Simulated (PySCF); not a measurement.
**A small calculation by hand: oscillator strength and radiative lifetime**

O2Si2, SMILES [si]12=[si](o1)o2.

Geometry: B3LYP-D3(BJ)/def2-SVP.

PySCF with TDDFT-PBE0/def2-SVPD puts the first singlet state with f over 0.02 at 3.53 eV (vertical), with the transition dipole (0.830, 0.000, 0.000) in atomic units.

Find the oscillator strength, the wavelength and the radiative lifetime that this transition would have in vacuum if emission retraced absorption.


|μ|² = 0.6889 au, so |μ| = 2.11 D. ΔE = 3.53/27.211 = 0.1297 hartree. f = (2/3) ΔE |μ|² = 0.060 (the program prints 0.060).
λ = 1239.84/3.53 = 351 nm; ν = 28471 cm⁻¹.
Einstein's coefficient A = 0.6670 ν² f s⁻¹ (ν in cm⁻¹) = 3.2e7 s⁻¹, so τ = 1/A = 31 ns. This state is S1. The figure is the radiative limit of this one transition; relaxation, internal conversion, crossing to triplets and a medium change what is measured.
